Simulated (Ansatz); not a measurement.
Mulliken charges of `OC1=N[SiH2]S1` from ωB97M-V/def2-TZVPP in Ansatz (PBE0-D4/def2-TZVP geometry).

```json
{"atom": "O1", "x (Å)": "0.388", "y (Å)": "2.039", "z (Å)": "0.688", "charge (e)": "-0.238"}
{"atom": "C2", "x (Å)": "0.162", "y (Å)": "0.825", "z (Å)": "0.211", "charge (e)": "0.256"}
{"atom": "N3", "x (Å)": "0.017", "y (Å)": "-0.241", "z (Å)": "0.907", "charge (e)": "-0.390"}
{"atom": "Si4", "x (Å)": "-0.218", "y (Å)": "-1.229", "z (Å)": "-0.512", "charge (e)": "0.377"}
{"atom": "S5", "x (Å)": "0.046", "y (Å)": "0.652", "z (Å)": "-1.561", "charge (e)": "-0.174"}
{"atom": "H6", "x (Å)": "0.422", "y (Å)": "1.956", "z (Å)": "1.653", "charge (e)": "0.208"}
{"atom": "H7", "x (Å)": "0.839", "y (Å)": "-2.230", "z (Å)": "-0.780", "charge (e)": "-0.020"}
{"atom": "H8", "x (Å)": "-1.564", "y (Å)": "-1.828", "z (Å)": "-0.662", "charge (e)": "-0.020"}
```

Task: By hand: the dipole of these point charges (1 e Å = 4.8032 D).

Result: Σ q r = (-0.045, -0.269, -0.012) e Å, of length 0.273 e Å = 1.31 D.

Task: How does the dipole of the full density compare? (Estimate.)

Result: Ansatz gave: (-0.018, -0.122, 0.061) e Å, 0.66 D; the point charges give 1.98 times that, at 29° from its direction.

Point charges leave out the atoms' own dipoles, such as those of lone pairs, and Mulliken's split depends on the basis, so the two needn't agree.
